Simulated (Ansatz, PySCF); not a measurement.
GeH, SMILES [GeH] (connectivity only; charge and spin as stated), charge +1, multiplicity 1.

The structure is a stationary point at PBE0-D3(BJ)/def2-TZVPD. The spin state was assumed, not searched.

Vertical ionisation energy (IE) and electron affinity (EA) in eV. Rows of orbital energies are one-electron estimates. Where ΔSCF, EOM or ADC give a negative EA the extra electron is unbound and the value depends on the basis.

```csv
level,IE,EA
"−ε(HOMO), −ε(LUMO), B3LYP/def2-TZVPD (PySCF)",14.92,10.57
"−ε(HOMO), −ε(LUMO), HF/def2-TZVPD (PySCF)",17.57,6.80
"−ε(HOMO), −ε(LUMO), PBE/def2-TZVPD (PySCF)",13.95,11.21
ADC(3)/aug-cc-pVDZ (PySCF),17.80,7.66
"ΔSCF, ωB97X-V/def2-TZVPD (Ansatz), final states of multiplicity 2 and 2",18.06,7.66
"ΔSCF, PBE/def2-TZVPD (Ansatz), final states of multiplicity 2 and 2",18.00,7.76
```

Question: What vertical singlet–triplet gap does ΔSCF give with ωB97X-V/def2-TZVPD (Ansatz, an electronic-structure program) and with PBE/def2-TZVPD (Ansatz)? (The exact figures need the calculation; the answer reports its results.)

Answer: 2.47 and 2.29 eV (triplet above singlet where positive).

Question: Beyond the first one, list the lowest photoelectron lines from ADC(3)/aug-cc-pVDZ (PySCF) with their pole strengths (two spins summed). (An estimate is asked for; the answer gives what the named calculation found.)

Answer: 23.93 eV (1.36), 28.22 eV (0.52).
